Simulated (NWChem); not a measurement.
System: C2H7MgNO; SMILES C[N](C)[Mg][OH]

The following NWChem deck was run.

```
start job
memory heap 200 mb stack 900 mb global 1100 mb
geometry units angstroms noautoz
  Mg     0.000925    -1.193204     0.265494
  O      0.000702    -2.996227     0.340561
  H     -0.002323    -3.772488    -0.232948
  N      0.001883     0.722804     0.334280
  C      1.197888     1.535559     0.357516
  C     -1.193367     1.536413     0.365431
  H      1.261832     2.238856    -0.514533
  H      1.266449     2.178265     1.274740
  H      2.120175     0.913809     0.334220
  H     -1.255387     2.179183     1.283076
  H     -1.262599     2.239737    -0.506193
  H     -2.116231     0.915318     0.348271
end
basis spherical
  * library def2-svp
end
dft
  xc m06-l
  iterations 150
  mulliken
end
task dft gradient
```

NWChem printed, in part:

```
             Northwest Computational Chemistry Package (NWChem) 7.3.0
             --------------------------------------------------------

 CS  symmetry detected

                             Geometry "geometry" -> ""
                             -------------------------

 Output coordinates in angstroms (scale by  1.889725989 to convert to a.u.)

  No.       Tag          Charge          X              Y              Z
 ---- ---------------- ---------- -------------- -------------- --------------
    1 Mg                  12.0000    -0.03287259    -1.02213677     0.00000000
    2 O                    8.0000     0.07478188    -2.82350779     0.00000000
    3 H                    1.0000    -0.48460445    -3.61001211     0.00000000
    4 N                    7.0000     0.00126114     0.89480193     0.00000000
    5 C                    6.0000     0.01374795     1.70834275     1.19563413
    6 C                    6.0000     0.01374795     1.70834275    -1.19563413
    7 H                    1.0000    -0.87066673     2.39577436     1.26222247
    8 H                    1.0000     0.91941676     2.36756418     1.26092497
    9 H                    1.0000     0.00475851     1.08665604     2.11821478
   10 H                    1.0000     0.91941676     2.36756418    -1.26092497
   11 H                    1.0000    -0.87066673     2.39577436    -1.26222247
   12 H                    1.0000     0.00475851     1.08665604    -2.11821478

 Effective nuclear repulsion energy (a.u.)     197.0233287976

      Symmetry information
      --------------------

 Group name             Cs
 Group number              2
 Group order               2
 No. of unique centers     8

                                 NWChem DFT Module
                                 -----------------

 Summary of "ao basis" -> "ao basis" (spherical)
 ------------------------------------------------------------------------------
       Tag                 Description            Shells   Functions and Types
 ---------------- ------------------------------  ------  ---------------------
 Mg                         def2-svp                 8       18   4s3p1d
 O                          def2-svp                 6       14   3s2p1d
 H                          def2-svp                 3        5   2s1p
 N                          def2-svp                 6       14   3s2p1d
 C                          def2-svp                 6       14   3s2p1d

      Symmetry analysis of basis
      --------------------------

        a'         66
        a"         43

            General Information
            -------------------
          SCF calculation type: DFT
          Wavefunction type:  closed shell.
          No. of atoms     :    12
          No. of electrons :    46
           Alpha electrons :    23
            Beta electrons :    23
          Charge           :     0
          Spin multiplicity:     1
          Use of symmetry is: on ; symmetry adaption is: on
          Maximum number of iterations: 150
          AO basis - number of functions:   109
                     number of shells:    53
          Convergence on energy requested:  1.00D-06
          Convergence on density requested:  1.00D-05
          Convergence on gradient requested:  5.00D-04

              XC Information
              --------------
                        M06-L Method XC Functional
                         M06-L Exchange Functional  1.000
                       M06-L Correlation Potential  1.000

             Grid Information
             ----------------
          Grid used for XC integration:  medium
          Radial quadrature: Mura-Knowles
          Angular quadrature: Lebedev.
          Tag              B.-S. Rad. Rad. Pts. Rad. Cut. Ang. Pts.
          ---              ---------- --------- --------- ---------
          Mg                  1.50       88          10.0       590
          O                   0.60       49          13.0       434
          H                   0.35       45          14.0       434
          N                   0.65       49          11.0       434
          C                   0.70       49          13.0       434
          Grid pruning is: on
          Number of quadrature shells:   415
          Spatial weights used:  Erf1

      Superposition of Atomic Density Guess
      -------------------------------------

 Sum of atomic energies:        -407.21472028

      Non-variational initial energy
      ------------------------------

 Total energy =    -409.268176
 1-e energy   =    -951.326690
 2-e energy   =     345.035185
 HOMO         =      -0.253142
 LUMO         =      -0.096354

      Symmetry analysis of molecular orbitals - initial
      -------------------------------------------------

  Numbering of irreducible representations:

     1 a'          2 a"

  Orbital symmetries:

[...]

                         DFT ENERGY GRADIENTS

    atom               coordinates                        gradient
                 x          y          z           x          y          z
   1 Mg     -0.062120  -1.931558   0.000000   -0.001870   0.000713   0.000000
   2 O       0.141317  -5.335656   0.000000    0.009200   0.004542   0.000000
   3 H      -0.915770  -6.821934   0.000000   -0.007799  -0.009323   0.000000
   4 N       0.002383   1.690930   0.000000   -0.000099  -0.000134   0.000000
   5 C       0.025980   3.228300   2.259421    0.000252  -0.000993   0.004073
   6 C       0.025980   3.228300  -2.259421    0.000252  -0.000993  -0.004073
   7 H      -1.645322   4.527357   2.385255   -0.004785   0.003276  -0.000551
   8 H       1.737446   4.474048   2.382803    0.004879   0.003197  -0.000414
   9 H       0.008992   2.053482   4.002846   -0.000063  -0.003379   0.004393
  10 H       1.737446   4.474048  -2.382803    0.004879   0.003197   0.000414
  11 H      -1.645322   4.527357  -2.385255   -0.004785   0.003276   0.000551
  12 H       0.008992   2.053482  -4.002846   -0.000063  -0.003379  -0.004393
```

Level: M06-L/def2-SVP. Geometry: optimised at PBE-D3(BJ)/def2-SVP. No frequency run checked for a minimum.
